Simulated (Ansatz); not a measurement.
Consider the ligand exchange at the Si–O bond: `OB(O)O[Si](Cl)(Cl)Cl` + H₂Se → `Cl[Si](Cl)(Cl)[SeH]` + `OB(O)O`.

Isolated molecules relaxed with PBE0-D4/def2-TZVP in Ansatz; ΔE leaves out vibrations. CCSD(T)/CBS is the MP2 limit (def2-TZVPP, def2-QZVPP) plus CCSD(T) − MP2 in def2-TZVPP, frozen cores. This one scheme is used for every species. For Se outer-core shells are correlated without core-valence functions, which leaves a few kJ/mol of doubt a bond. Scalar relativity is left out up to krypton. One conformer a species, not always the lowest.

| species | SCS-MP2/def2-QZVPP energy (Eh) |
| --- | --- |
| `OB(O)O[Si](Cl)(Cl)Cl` | -1920.07218 |
| H₂Se | -2401.59263 |
| `Cl[Si](Cl)(Cl)[SeH]` | -4069.45442 |
| `OB(O)O` | -252.19181 |

Task: Work out ΔE.

Result: ΔE = (-4069.45442) + (-252.19181) − (-1920.07218) − (-2401.59263) = 0.01858 Eh = +48.8 kJ/mol. CCSD(T)/CBS gives +46.5 kJ/mol.

Largest T1 diagnostic among the species: 0.012.

In def2-TZVPP, CCSD(T) changes the Hartree–Fock value by −15.9 kJ/mol (the triples alone add −3.0 kJ/mol) and MP2 by −23.7 kJ/mol. From PBE to PBE0 (25 % exact exchange), in def2-TZVPP and without D4, ΔE moves by +5.7 kJ/mol.
